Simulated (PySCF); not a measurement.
ClH6NSSi2, SMILES N[SiH2]S[SiH2]Cl. Heavy atoms are numbered as in [SiH2:1]([Cl:2])[S:3][SiH2:4][NH2:5]. Hydrogens are named by the atom that carries them.

Geometry optimised at B3LYP-D3(BJ)/def2-SVP. The structure was generated by enumeration, and PubChem lists no compound with its InChIKey, so it may never have been made. Other conformers were not sampled.

Computed with B3LYP/pcSseg-1 in PySCF.

GIAO shieldings, no solvent; atoms alike by connectivity are averaged. δ = σ(ref) − σ: ²⁹Si against TMS (σ = 338.7 ppm); ³⁵Cl against HCl (σ = 933.3 ppm); ³³S against H2S (σ = 695.8 ppm); ¹⁵N against NH3 (σ = 265.5 ppm); ¹H against TMS (σ = 31.68 ppm), references at their B3LYP-D3(BJ)/def2-TZVP geometries, non-relativistic (without spin–orbit terms, shifts of atoms bonded to Cl or Br come out too high).

```tsv
atoms	nucleus	count	δ (ppm)
Si1 (SiH2)	²⁹Si	1	8.4
Si4 (SiH2)	²⁹Si	1	-23.7
Cl2	³⁵Cl	1	?
S3	³³S	1	75.2
N5 (NH2)	¹⁵N	1	?
H on Si1	¹H	2	?
H on Si4	¹H	2	5.35
H on N5	¹H	2	?
```

### Question
Fill in the missing entries. (Estimate from the structure and the level; the computed values follow.)

### Answer

- N5 (NH2), δ (ppm): 43.5
- H on N5, δ (ppm): 1.42
- H on Si1, δ (ppm): 5.93
- Cl2, δ (ppm): 36.1
